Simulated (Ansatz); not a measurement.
Ansatz (a first-principles code) input:

Ansatz 0.2 input:
```yaml
crystal:
  periodic: [false, false, false]
  atoms:
    - {symbol: Si, position_ang: [0.02008128, -0.00260346, 0.01227512]}
    - {symbol: Cl, position_ang: [0.50461063, 1.61908240, -1.03253764]}
    - {symbol: Cl, position_ang: [-0.26440362, -1.64843819, -1.06934949]}
    - {symbol: Cl, position_ang: [-1.24178942, 0.23612778, 1.53114218]}
    - {symbol: O, position_ang: [1.58316996, -0.30185991, 0.91563288]}
    - {symbol: H, position_ang: [2.45539095, -0.20311425, 0.49338517]}
    - {symbol: H, position_ang: [1.62501235, -0.86068176, 1.71236410]}
basis:
  gaussian:
    orbitals: 6-31G*
hamiltonian:
  xc: {name: PBE0}
total_charge: 1
```

### Question
Which total energy does the run end on?

### Answer
-1745.66450 Eh (PBE0/6-31G*).

It need not be the lowest isomer of its formula.
